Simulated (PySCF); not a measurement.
F$_{4}$MoO, charge +1, doublet, at a GFN2-xTB geometry (such geometries of metal compounds can be far from the true shape) (the multiplicity is a formal guess) (core potentials on Mo).

Input for PySCF:
```python
from pyscf import gto, scf, dft

mol = gto.M(
    atom='''
Mo    0.04700380   -0.02591911    0.04429024
O     1.17771435   -0.64942219    1.10972418
F    -1.15193834    0.63520863   -1.08543623
F     0.02490160    1.54359112    0.78829207
F     1.03547356   -0.29290642   -1.35893280
F    -1.17464510   -1.18767329    0.46296766
''',
    basis='def2-svp',
    ecp={'Mo': 'def2-svp'},
    charge=1,
    spin=1,
    verbose=4,
)

mf = dft.UKS(mol)
mf.xc = 'revpbe'
mf.grids.atom_grid = (99, 590)
mf.grids.prune = None
mf.kernel()
```

### Question
Predict the HOMO energy from REVPBE/def2-SVP run with PySCF.

### Answer
-16.68 eV

### Question
Give the Mulliken (on the basis functions themselves) charges in atom order at the level REVPBE/def2-SVP.

### Answer
Mo1 1.52, O2 -0.03, F3 -0.09, F4 -0.13, F5 -0.13, F6 -0.13

These values belong to the state on which the SCF converged, which isn't shown to be the lowest.
